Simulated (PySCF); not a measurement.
Several orderings of computed values.

Each SMILES stands for a single optimised conformer of the isolated species, non-relativistic unless stated. Electronic properties by PySCF.

Dipoles, sizes and rotational constants follow the conformer. The torsions of the flexible species, by atom-mapped SMILES:
- `[OH:1][C:2]([OH:3])([C:4]([F:5])([F:6])[F:7])[C:8]([F:9])([F:10])[F:11]`: O1–C2–C4–F5 167°, O1–C2–C8–F9 -69°, H–O1–C2–O3 61°, H–O3–C2–O1 62°
- `[NH2:1][CH2:2][C:3]([SiH3:4])([SiH3:5])[C:6]([F:7])([F:8])[F:9]`: N1–C2–C3–Si4 153°, C2–C3–C6–F7 53°, H–N1–C2–C3 80°, H–N1–C2–C3 -159°
- `[CH:1]#[C:2]/[CH:3]=[CH:4]/[C:5]1=[CH:6][CH2:7]1`: C3–C4–C5–C6 180°
- `[CH3:1][c:2]1[cH:3][cH:4][c:5]([S:6](=[O:7])(=[O:8])[Cl:9])[s:10]1`: C4–C5–S6–O7 -157°
- `[CH3:1][C@@H:2]([F:3])[C@H:4]([CH3:5])[S:6](=[O:7])(=[O:8])[Cl:9]`: C1–C2–C4–C5 -176°, C2–C4–S6–O7 -78°
- `[CH3:1][CH2:2][SiH2:3][Si@@H:4]([PH2:5])[SiH2:6][SiH3:7]`: C1–C2–Si3–Si4 -168°, C2–Si3–Si4–P5 29°, Si3–Si4–Si6–Si7 -178°, H–P5–Si4–Si3 167°, H–P5–Si4–Si3 75°
- `[CH3:1][O:2][C@@H:3]1[S:4][C@H:5]1[CH:6]([F:7])[F:8]`: C1–O2–C3–S4 -84°, S4–C5–C6–F7 60°
- `[F:1][CH2:2][C@@H:3]([F:4])[CH2:5][CH2:6][NH:7][SiH3:8]`: F1–C2–C3–F4 95°, C2–C3–C5–C6 78°, C3–C5–C6–N7 180°, C5–C6–N7–Si8 -82°
- `[CH3:1][CH2:2][S:3][SiH2:4][C:5]1=[CH:6][CH2:7][C@@H:8]1[F:9]`: C1–C2–S3–Si4 -75°, C2–S3–Si4–C5 -169°, S3–Si4–C5–C6 -9°

The conformers of `C#C[SiH2]C[Si@@H](NC)[SiH2]N` and `C=C[C@@]1(F)CS[SiH2][C@@H]1C` aren't listed.

(1) Rank by HOMO–LUMO gap, lowest first (PBE0/pcSseg-1 at GFN2-xTB geometries).
A. `C#C/C=C/C1=CC1`
B. `NCC([SiH3])([SiH3])C(F)(F)F`
C. `OC(O)(C(F)(F)F)C(F)(F)F`
D. `C#C[SiH2]C[Si@@H](NC)[SiH2]N`

(2) By how much do the two ends of that ranking differ?

(3) Rank by smallest rotational constant, lowest first (GFN2-xTB).
A. `C[C@@H](F)[C@H](C)S(=O)(=O)Cl`
B. `OC(C(F)(F)F)(O)C(F)(F)F`
C. `CC[SiH2][Si@@H](P)[SiH2][SiH3]`
D. `C#C/C=C/C1=CC1`
E. `c1(nc2c(nc1)cccc2Cl)F`
F. `c1cc(C)sc1S(Cl)(=O)=O`
G. `[C-]#N`

(4) Give the two extremes of that set in cm⁻¹.

(5) Rank by HOMO energy, highest first (PBE0/pcSseg-1 at GFN2-xTB geometries).
A. `OC(O)(C(F)(F)F)C(F)(F)F`
B. `CO[C@@H]1S[C@H]1C(F)F`
C. `C#C/C=C/C1=CC1`
D. `CC[SiH2][Si@@H](P)[SiH2][SiH3]`
E. `Cc1ccc(S(=O)(=O)Cl)s1`
F. `C=C[C@@]1(F)CS[SiH2][C@@H]1C`
G. `C[C@@H](F)[C@H](C)S(=O)(=O)Cl`

(6) Rank by dipole moment, highest first (PBE0/pcSseg-1 at GFN2-xTB geometries).
A. `OC(O)(C(F)(F)F)C(F)(F)F`
B. `CCS[SiH2]C1=CC[C@@H]1F`
C. `CC[SiH2][Si@@H](P)[SiH2][SiH3]`
D. `Cc1ccc(S(=O)(=O)Cl)s1`
E. `CO[C@@H]1S[C@H]1C(F)F`
F. `FC[C@@H](F)CCN[SiH3]`
G. `NCC([SiH3])([SiH3])C(F)(F)F`

## Answers

(1) A (4.60 eV), D (6.09 eV), B (8.13 eV), C (10.37 eV).

(2) By 5.77 eV, between `OC(O)(C(F)(F)F)C(F)(F)F` and `C#C/C=C/C1=CC1`.

(3) C (0.338 GHz), E (0.471 GHz), F (0.530 GHz), A (0.708 GHz), B (0.909 GHz), D (1.065 GHz), G (54.297 GHz).

(4) `CC[SiH2][Si@@H](P)[SiH2][SiH3]`: 0.0113 cm⁻¹; `[C-]#N`: 1.8112 cm⁻¹.

(5) C (-6.46 eV), F (-6.74 eV), B (-7.00 eV), D (-7.23 eV), E (-7.68 eV), G (-9.22 eV), A (-9.58 eV).

(6) D (6.07 D), G (3.27 D), A (2.48 D), F (2.26 D), E (1.57 D), B (1.30 D), C (0.56 D).
